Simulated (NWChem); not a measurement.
System: cyclotrisilazane (Si₃N₃H₉); SMILES N1[SiH2]N[SiH2]N[SiH2]1

NWChem input:

```
start job
memory heap 200 mb stack 900 mb global 1100 mb
geometry units angstroms noautosym nocenter noautoz
  Si     1.295174     1.295174    -0.013001
  N      1.563236    -0.418868    -0.012701
  Si     0.474067    -1.769241    -0.013001
  N     -1.144368    -1.144368    -0.012701
  Si    -1.769241     0.474067    -0.013001
  N     -0.418868     1.563236    -0.012701
  H      1.936434     1.936434    -1.208568
  H      1.936977     1.936977     1.181912
  H      2.546100    -0.682226    -0.012711
  H      0.708784    -2.645218    -1.208568
  H      0.708983    -2.645960     1.181912
  H     -1.863875    -1.863875    -0.012711
  H     -2.645960     0.708983     1.181912
  H     -2.645218     0.708784    -1.208568
  H     -0.682226     2.546100    -0.012711
end
basis spherical
  * library 6-31g*
end
dft
  xc hfexch
  iterations 150
  mulliken
end
task dft energy
esp
  recalculate
  probe 0.07
  range 0.3
  factor 1.0
  spacing 0.02
end
task esp
```

Excerpt of the output:

```
             Northwest Computational Chemistry Package (NWChem) 7.3.0
             --------------------------------------------------------

                             Geometry "geometry" -> ""
                             -------------------------

 Output coordinates in angstroms (scale by  1.889725989 to convert to a.u.)

  No.       Tag          Charge          X              Y              Z
 ---- ---------------- ---------- -------------- -------------- --------------
    1 Si                  14.0000     1.29517400     1.29517400    -0.01300100
    2 N                    7.0000     1.56323600    -0.41886800    -0.01270100
    3 Si                  14.0000     0.47406700    -1.76924100    -0.01300100
    4 N                    7.0000    -1.14436800    -1.14436800    -0.01270100
    5 Si                  14.0000    -1.76924100     0.47406700    -0.01300100
    6 N                    7.0000    -0.41886800     1.56323600    -0.01270100
    7 H                    1.0000     1.93643400     1.93643400    -1.20856800
    8 H                    1.0000     1.93697700     1.93697700     1.18191200
    9 H                    1.0000     2.54610000    -0.68222600    -0.01271100
   10 H                    1.0000     0.70878400    -2.64521800    -1.20856800
   11 H                    1.0000     0.70898300    -2.64596000     1.18191200
   12 H                    1.0000    -1.86387500    -1.86387500    -0.01271100
   13 H                    1.0000    -2.64596000     0.70898300     1.18191200
   14 H                    1.0000    -2.64521800     0.70878400    -1.20856800
   15 H                    1.0000    -0.68222600     2.54610000    -0.01271100

 Effective nuclear repulsion energy (a.u.)     468.7371692886

  xc_inp: hfexch multiplicative factor not found.

                                 NWChem DFT Module
                                 -----------------

 Summary of "ao basis" -> "ao basis" (spherical)
 ------------------------------------------------------------------------------
       Tag                 Description            Shells   Functions and Types
 ---------------- ------------------------------  ------  ---------------------
 Si                          6-31g*                  8       18   4s3p1d
 N                           6-31g*                  6       14   3s2p1d
 H                           6-31g*                  2        2   2s

            General Information
            -------------------
          SCF calculation type: DFT
          Wavefunction type:  closed shell.
          No. of atoms     :    15
          No. of electrons :    72
           Alpha electrons :    36
            Beta electrons :    36
          Charge           :     0
          Spin multiplicity:     1
          Use of symmetry is: off; symmetry adaption is: off
          Maximum number of iterations: 150
          AO basis - number of functions:   114
                     number of shells:    60
          Convergence on energy requested:  1.00D-06
          Convergence on density requested:  1.00D-05
          Convergence on gradient requested:  5.00D-04

              XC Information
              --------------
                     Hartree-Fock (Exact) Exchange  1.000

      Superposition of Atomic Density Guess
      -------------------------------------

 Sum of atomic energies:       -1033.81723015

      Non-variational initial energy
      ------------------------------

 Total energy =   -1036.874165
 1-e energy   =   -2361.037218
 2-e energy   =     855.425883
 HOMO         =      -0.296577
 LUMO         =       0.042639

     ---------------------------------------------
      Total Density - Mulliken Population Analysis
     ---------------------------------------------

    Atom       Charge   Shell Charges
 -----------   ------   -------------------------------------------------------
    1 Si  14    13.05   2.00  2.00  5.97  0.89  1.43  0.23  0.32  0.22
    2 N    7     8.22   2.00  0.82  2.69  0.81  1.89  0.01
    3 Si  14    13.05   2.00  2.00  5.97  0.89  1.43  0.23  0.32  0.22
    4 N    7     8.22   2.00  0.82  2.69  0.81  1.89  0.01
    5 Si  14    13.05   2.00  2.00  5.97  0.89  1.43  0.23  0.32  0.22
    6 N    7     8.22   2.00  0.82  2.69  0.81  1.89  0.01
    7 H    1     1.10   0.48  0.62
    8 H    1     1.10   0.48  0.62
    9 H    1     0.53   0.39  0.14
   10 H    1     1.10   0.48  0.62
   11 H    1     1.10   0.48  0.62
   12 H    1     0.53   0.39  0.14
   13 H    1     1.10   0.48  0.62
   14 H    1     1.10   0.48  0.62
   15 H    1     0.53   0.39  0.14

   convergence    iter        energy       DeltaE   RMS-Dens  Diis-err
 ---------------- ----- ----------------- --------- --------- ---------
 d= 0,ls=0.0,diis     1  -1035.3761232114 -1.50D+03  6.45D-03  8.15D-01
 d= 0,ls=0.0,diis     2  -1035.4681767702 -9.21D-02  2.47D-03  1.90D-01
 d= 0,ls=0.0,diis     3  -1035.4909341231 -2.28D-02  9.00D-04  9.06D-03
 d= 0,ls=0.0,diis     4  -1035.4925392341 -1.61D-03  1.17D-04  7.13D-05
 d= 0,ls=0.0,diis     5  -1035.4925604221 -2.12D-05  3.03D-05  4.42D-06
  Resetting Diis
 d= 0,ls=0.0,diis     6  -1035.4925618821 -1.46D-06  6.96D-06  2.85D-07
 d= 0,ls=0.0,diis     7  -1035.4925619654 -8.33D-08  1.32D-06  1.75D-08

         Total DFT energy =    -1035.492561965369
      One electron energy =    -2366.131935844728
           Coulomb energy =      946.389765366381
    Exchange-Corr. energy =      -84.487560775662
 Nuclear repulsion energy =      468.737169288639

 Numeric. integr. density =        0.000000000000

                       DFT Final Molecular Orbital Analysis
                       ------------------------------------

 Vector   34  Occ=2.000000D+00  E=-3.930035D-01
              MO Center=  1.5D-01,  1.5D-01, -1.3D-02, r^2= 5.0D+00
   Bfn.  Coefficient  Atom+Function         Bfn.  Coefficient  Atom+Function
  ----- ------------  ---------------      ----- ------------  ---------------
    23      0.349274   2 N  pz               87     -0.349274   6 N  pz
    27      0.344556   2 N  pz               91     -0.344556   6 N  pz
   104      0.170729  10 H  s               106     -0.170651  11 H  s
   110      0.170651  13 H  s               112     -0.170729  14 H  s
    41     -0.102841   3 Si pz               73      0.102841   5 Si pz

 Vector   35  Occ=2.000000D+00  E=-3.930034D-01
              MO Center= -1.5D-01, -1.5D-01, -1.3D-02, r^2= 5.0D+00
   Bfn.  Coefficient  Atom+Function         Bfn.  Coefficient  Atom+Function
  ----- ------------  ---------------      ----- ------------  ---------------
    55      0.403307   4 N  pz               59      0.397859   4 N  pz
    23     -0.201654   2 N  pz               87     -0.201654   6 N  pz
    27     -0.198930   2 N  pz               91     -0.198930   6 N  pz
    98     -0.197141   7 H  s               100      0.197051   8 H  s
     9      0.118750   1 Si pz               97     -0.113019   7 H  s

 Vector   36  Occ=2.000000D+00  E=-3.729809D-01
              MO Center= -2.4D-06, -2.4D-06, -1.3D-02, r^2= 6.6D+00
   Bfn.  Coefficient  Atom+Function         Bfn.  Coefficient  Atom+Function
  ----- ------------  ---------------      ----- ------------  ---------------
    23      0.233545   2 N  pz               55      0.233546   4 N  pz
    87      0.233545   6 N  pz               27      0.225775   2 N  pz
    59      0.225776   4 N  pz               91      0.225775   6 N  pz
    98      0.209441   7 H  s               100     -0.209379   8 H  s
   104      0.209442  10 H  s               106     -0.209379  11 H  s

 Vector   37  Occ=0.000000D+00  E= 1.461440D-01
              MO Center= -7.8D-01, -7.8D-01, -1.3D-02, r^2= 8.4D+00
   Bfn.  Coefficient  Atom+Function         Bfn.  Coefficient  Atom+Function
  ----- ------------  ---------------      ----- ------------  ---------------
    56      0.881463   4 N  s                43      0.862347   3 Si px
    76      0.862347   5 Si py               24     -0.440732   2 N  s
    88     -0.440732   6 N  s                10     -0.227803   1 Si s
    44      0.173803   3 Si py               75      0.173803   5 Si px
     6      0.168153   1 Si s                39      0.154270   3 Si px

 Vector   38  Occ=0.000000D+00  E= 1.461440D-01
              MO Center=  7.8D-01,  7.8D-01, -1.3D-02, r^2= 8.4D+00
   Bfn.  Coefficient  Atom+Function         Bfn.  Coefficient  Atom+Function
  ----- ------------  ---------------      ----- ------------  ---------------
    24     -0.763370   2 N  s                88      0.763370   6 N  s
    11      0.716841   1 Si px               12     -0.716841   1 Si py
    43      0.464817   3 Si px               76     -0.464817   5 Si py
    44      0.223727   3 Si py               75     -0.223727   5 Si px
    42     -0.197283   3 Si s                74      0.197284   5 Si s

 Vector   39  Occ=0.000000D+00  E= 1.883107D-01
              MO Center=  2.0D-07,  2.0D-07, -1.3D-02, r^2= 6.0D+00
   Bfn.  Coefficient  Atom+Function         Bfn.  Coefficient  Atom+Function
  ----- ------------  ---------------      ----- ------------  ---------------
    24      0.847796   2 N  s                56      0.847796   4 N  s
    88      0.847796   6 N  s               102     -0.422024   9 H  s
   108     -0.422025  12 H  s               114     -0.422024  15 H  s
    10     -0.415880   1 Si s                42     -0.415879   3 Si s
    74     -0.415879   5 Si s                44     -0.410653   3 Si py

     ---------------------------------------------
      Total Density - Mulliken Population Analysis
     ---------------------------------------------

    Atom       Charge   Shell Charges
 -----------   ------   -------------------------------------------------------
    1 Si  14    12.88   2.00  2.00  5.98  0.82  1.58  0.09  0.11  0.31
    2 N    7     8.12   2.00  0.73  2.49  0.90  1.98  0.01
    3 Si  14    12.88   2.00  2.00  5.98  0.82  1.58  0.09  0.11  0.31
    4 N    7     8.12   2.00  0.73  2.49  0.90  1.98  0.01
    5 Si  14    12.88   2.00  2.00  5.98  0.82  1.58  0.09  0.11  0.31
    6 N    7     8.12   2.00  0.73  2.49  0.90  1.98  0.01
    7 H    1     1.19   0.51  0.68
    8 H    1     1.19   0.51  0.68
    9 H    1     0.61   0.48  0.13
   10 H    1     1.19   0.51  0.68
   11 H    1     1.19   0.51  0.68
   12 H    1     0.61   0.48  0.13
   13 H    1     1.19   0.51  0.68
   14 H    1     1.19   0.51  0.68
   15 H    1     0.61   0.48  0.13

     -------------------------------------------
      Total Density - Lowdin Population Analysis
     -------------------------------------------

    Atom       Charge   Shell Charges
 -----------   ------   -------------------------------------------------------
    1 Si  14    13.33   2.00  1.97  5.89  0.57  1.49  0.32  0.66  0.43
    2 N    7     7.73   1.99  0.68  2.38  0.58  2.06  0.02
    3 Si  14    13.33   2.00  1.97  5.89  0.57  1.49  0.32  0.66  0.43
    4 N    7     7.73   1.99  0.68  2.38  0.58  2.06  0.02
    5 Si  14    13.33   2.00  1.97  5.89  0.57  1.49  0.32  0.66  0.43
    6 N    7     7.73   1.99  0.68  2.38  0.58  2.06  0.02
    7 H    1     1.11   0.52  0.59
    8 H    1     1.11   0.52  0.59
    9 H    1     0.72   0.46  0.26
   10 H    1     1.11   0.52  0.59
   11 H    1     1.11   0.52  0.59
   12 H    1     0.72   0.46  0.26
   13 H    1     1.11   0.52  0.59
   14 H    1     1.11   0.52  0.59
   15 H    1     0.72   0.46  0.26

     Multipole analysis of the density
     ---------------------------------

     L   x y z        total         alpha         beta         nuclear
     -   - - -        -----         -----         ----         -------
     0   0 0 0     -0.000000    -36.000000    -36.000000     72.000000

     1   1 0 0      0.000000      0.000001      0.000001     -0.000002
     1   0 1 0      0.000000      0.000001      0.000001     -0.000002
     1   0 0 1      0.000139      0.879608      0.879608     -1.759078

     2   2 0 0    -41.859281   -254.624036   -254.624036    467.388791
     2   1 1 0     -0.000008      0.000058      0.000058     -0.000125
     2   1 0 1      0.000000      0.000000      0.000000      0.000000
     2   0 2 0    -41.859281   -254.624036   -254.624036    467.388791
     2   0 1 1      0.000000      0.000000      0.000000      0.000000
     2   0 0 2    -49.368940    -40.010816    -40.010816     30.652692

                     NWChem Electrostatic Potential Fit Module
                     -----------------------------------------

 Atom parameters

 Number of atoms is                                   15
 Number of basis functions is                        114

 Grid parameters

 Maximum number of grid points is                  58207
 Number of grid points is                          58206
 Grid range                                     0.300000 nm
 Grid spacing                                   0.020000 nm
 Probe radius                                   0.070000 nm
 Atom radius factor                             1.000000

 Atomic radii

    1    0.100000
    7    0.140000
   14    0.187000
 FASTESP  F
  using M.O. file = ./job.movecs

    Atom              Coordinates                           Charge

                                                  ESP

    1 Si    0.129517    0.129517   -0.001300    1.075595
    2 N     0.156324   -0.041887   -0.001270   -0.935660
    3 Si    0.047407   -0.176924   -0.001300    1.080110
    4 N    -0.114437   -0.114437   -0.001270   -0.934146
    5 Si   -0.176924    0.047407   -0.001300    1.080110
    6 N    -0.041887    0.156324   -0.001270   -0.935660
    7 H     0.193643    0.193643   -0.120857   -0.241518
    8 H     0.193698    0.193698    0.118191   -0.242063
    9 H     0.254610   -0.068223   -0.001271    0.342820
   10 H     0.070878   -0.264522   -0.120857   -0.243641
   11 H     0.070898   -0.264596    0.118191   -0.243371
   12 H    -0.186388   -0.186388   -0.001271    0.341613
   13 H    -0.264596    0.070898    0.118191   -0.243371
   14 H    -0.264522    0.070878   -0.120857   -0.243641
   15 H    -0.068223    0.254610   -0.001271    0.342820
                                            ------------
                                               -0.000000

 Dipole moment                                  0.003514

 Quadrupole moment Qxx                          6.920175
                   Qyy                          6.920175
                   Qzz                        -13.840349

 RMS deviation kJ/mol                           0.060324

 RRMS %                                        39.726362
```

Level: Hartree-Fock/6-31G* (spherical d). Structure relaxed at the PBE0/def2-SVP level. Not confirmed as a minimum by frequencies.
